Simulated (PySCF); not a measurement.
Species: C3H7BrGe.
Z-matrix (Å and degrees, PBE0-D3(BJ)/def2-SVP geometry), rows numbered from 1:
```
Br
Ge  1  2.3217
C   2  1.9318  1  107.15
C   3  1.5052  2  121.66  1   -37.70
C   4  1.4942  3   60.25  2   110.38
H   2  1.5385  1  106.40  3  -121.10
H   2  1.5377  1  105.91  3   120.74
H   3  1.0967  2  112.38  1   177.90
H   4  1.0945  3  118.32  5  -107.34
H   4  1.0934  3  117.37  5   108.85
H   5  1.0944  3  118.10  4   107.21
H   5  1.0935  3  117.47  4  -108.95
```

Computed with PBE0-D3(BJ)/def2-SVP geometry optimisation, gas phase in PySCF.

Masses are those of the commonest isotopes; rigid-rotor values at the optimised geometry. The values belong to one conformer with, in the numbering `[Br:1][GeH2:2][CH:3]1[CH2:4][CH2:5]1`, Br1–Ge2–C3–C4 -38°.

Problem. What are A, B and C (GHz)?

Solution. Ia = 178.10, Ib = 372.06, Ic = 504.09 u·Å²; 505379 MHz·u·Å²/I gives 2838, 1358 and 1003 MHz, that is A = 2.8377, B = 1.3583, C = 1.0026 GHz.

Problem. Classify the top.

Solution. An asymmetric top: κ = (2 × 1358 − 2838 − 1003)/(2838 − 1003) = -0.61.

Problem. Is it planar, by Δ = Ic − Ia − Ib?

Solution. Not planar: Δ = Ic − Ia − Ib = -46.07 u·Å². For a rigid frame Δ = −2 Σ m c², so Σ m c² = 23.03 u·Å² lies off the ab plane: 9.65 from hydrogen and 13.38 from heavier atoms. The atom farthest from that plane is 1.30 Å away.

Problem. Give the other two planar moments, Paa and Pbb, and the rms extents of the mass along the axes.

Solution. Paa = Σ m a² = (Ib + Ic − Ia)/2 = 349.03 and Pbb = Σ m b² = (Ia + Ic − Ib)/2 = 155.06 u·Å². With the mass M = 195.89 u, the rms extents √(P/M) along a, b and c are 1.33, 0.89, 0.34 Å.

Problem. Where do the levels up to J = 4 lie, in MHz?

Solution. Above 0(0,0):
J = 1: 1(0,1) 2361, 1(1,1) 3840, 1(1,0) 4196
J = 2: 2(0,2) 7026, 2(1,2) 8206, 2(1,1) 9274, 2(2,1) 13712, 2(2,0) 13768
J = 3: 3(0,3) 13890, 3(1,3) 14722, 3(1,2) 16851, 3(2,2) 20794, 3(2,1) 21069, 3(3,1) 29114, 3(3,0) 29119
J = 4: 4(0,4) 22836, 4(1,4) 23356, 4(1,3) 26874, 4(2,3) 30193, 4(2,2) 30966, 4(3,2) 38655, 4(3,1) 38695, 4(4,1) 50169, 4(4,0) 50170
The levels of one J sum to (2J + 1)J(J + 1)(A + B + C)/3.

Problem. Which lines would a microwave search look for?

Solution. The dipole components are |μa| = 2.28 D, |μb| = 0.66 D, |μc| = 0.01 D. Intensities carry the squares of the components, which stand as 1.00 : 0.08 : 0.00 (a : b : c). Some lines, for components of 0.1 D or more:

| type | branch | J(Ka,Kc) | MHz | lower level (cm⁻¹) |
| --- | --- | --- | --- | --- |
| a | Q | 1(1,0) ← 1(1,1) | 356 | 0.128 |
| b | R | 5(3,2) ← 4(4,1) | 587 | 1.673 |
| b | R | 4(2,2) ← 3(3,1) | 1852 | 0.971 |
| b | Q | 2(2,1) ← 2(1,2) | 5505 | 0.274 |
| b | R | 3(0,3) ← 2(1,2) | 5684 | 0.274 |
| a | R | 3(0,3) ← 2(0,2) | 6864 | 0.234 |
| b | R | 4(0,4) ← 3(1,3) | 8114 | 0.491 |
| b | R | 4(1,4) ← 3(0,3) | 9466 | 0.463 |
| a | R | 4(3,1) ← 3(3,0) | 9576 | 0.971 |
| b | Q | 4(4,1) ← 4(3,2) | 11514 | 1.289 |
| a | R | 5(3,3) ← 4(3,2) | 11947 | 1.289 |
| a | R | 5(2,3) ← 4(2,2) | 12534 | 1.033 |
| b | R | 4(2,2) ← 3(1,3) | 16244 | 0.491 |
| b | R | 4(3,2) ← 3(2,1) | 17586 | 0.703 |
| b | R | 5(3,2) ← 4(2,3) | 20563 | 1.007 |

Whether it is a minimum is left open (no frequencies). Constants of a rigid frame at the computed geometry: no zero-point averaging, no centrifugal distortion. Quadrupole hyperfine structure (79Br) is left out.

On Arm Neoverse V1, one thread, no GPU, shared host with 32 logical CPUs at a one-minute load of 22, this took 2.1 min wall and 0.54 GiB of memory at its peak. That covers the optimisation of the geometry.
